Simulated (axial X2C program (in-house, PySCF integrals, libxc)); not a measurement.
## Testing model relations on SrS⁻

A bond curve at the CCSD(T) level, with spin–orbit coupling, was computed with an in-house all-electron X2C program for linear molecules (integrals from PySCF) (basis Sr dyall-acv3z [14s13p9d6f1g], S dyall-av3z [9s8p3d2f] (cores contracted in-house)) for the state Ω = 1/2 (⟨Sz⟩ = 0.50, ⟨Lz⟩ = 0.00 at HF). Its fit gives Re = 2.6015 Å, ωe = 324.1 cm⁻¹, ωexe = 1.03 cm⁻¹ and αe = 4.370e-04 cm⁻¹; the masses are 87.9056 and 31.9721 u. Two-component means X2C with spin–orbit coupling and atomic mean-field Coulomb and Gaunt terms.

Correlated methods: 9 electrons correlated (number of frozen shells: Sr 4 s, 3 p, 1 d; S 2 s, 1 p), 293 virtual spin orbitals or spinors in MP2, 90 natural virtuals in coupled cluster.

Q: Find the reduced mass, Be and the force constant.

A: From the CCSD(T) values: μ = 23.4449 u. Be = 16.8576/(μ Re²) = 0.1062 cm⁻¹. k = 5.8918×10⁻⁷ μ ωe² = 1.45 mdyn/Å.

Q: Estimate De from a Morse curve and compare with the computed well depth of 2.437 eV to Sr + S-.

A: De(Morse) = ωe²/(4ωexe) = 3.161 eV against 2.437 eV computed, a ratio of 1.30. The extrapolation overshoots: the well softens faster than a Morse curve, or the lowest atomic limit lies below the one to which the curve heads.

Q: A Morse curve ties αe to the other constants (Pekeris). How well does that hold?

A: αe(Morse) = 6Be²/ωe × (√(ωexe/Be) − 1) = 4.417e-04 cm⁻¹; the CCSD(T) curve gives 4.370e-04 cm⁻¹, a ratio of 1.01.

Q: Where do the fundamental and the first overtone lie?

A: ν(1←0) = ωe − 2ωexe = 322.0 cm⁻¹; ν(2←0) = 2ωe − 6ωexe = 642.0 cm⁻¹.

Q: Estimate the centrifugal constant by the Kratzer relation.

A: D = 4Be³/ωe² = 4.57e-08 cm⁻¹.

Occupations by symmetry block were frozen at the best pattern of an incomplete PBE0 search. Dissociation energies refer to the lowest single-determinant-based atoms at the same level and basis. CCSD and (T) use frozen natural virtuals with an MP2 correction for the truncation; (T) itself is uncorrected, so its De runs slightly low. The outer-core s and p shells of the metal are frozen in the correlated rows, which leaves out core–valence correlation; for alkali and alkaline-earth bonds that tends to lengthen them. With the outer-core shells frozen, correlated bond lengths of heavy atoms tend to come out a few hundredths of an ångström too long.
